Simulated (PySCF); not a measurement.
CH5ClF2Si2, SMILES FC[Si@H](F)[SiH2]Cl. Atoms are numbered in the order given.

```xyz
11

F     -1.8812    -0.2248    -1.4456
C     -1.9544     0.1218    -0.0917
Si    -0.6038    -0.9239     0.7341
F     -0.4452    -0.4602     2.2949
Si     1.3701    -0.4481    -0.4404
Cl     1.3924     1.6361    -0.6294
H     -2.9736    -0.0809     0.2793
H     -1.7508     1.2010     0.0130
H     -0.9737    -2.3659     0.7162
H      2.6003    -0.8702     0.2837
H      1.3642    -1.0551    -1.7985
```

Geometry: B3LYP-D3(BJ)/def2-SVP. The structure was generated by enumeration; whether it is a known compound was not checked. One conformer was computed; it need not be the lowest.

Computed with SMD-ωB97X/def2-SVP (PySCF).

Solvation free energies are E(SMD) − E(gas) at the gas-phase geometry, for 1 M in both phases. In vacuum the dipole moment is 1.46 D.

```
solvent                ΔG(solv) (kcal/mol)  its non-electrostatic (CDS) part  dipole (D)
---------------------  -------------------  --------------------------------  ----------
water                                 -0.2                               4.5        1.93
ethanol                               -4.8                              -0.4        1.91
N,N-dimethylformamide                 -4.0                               0.6        1.92
```
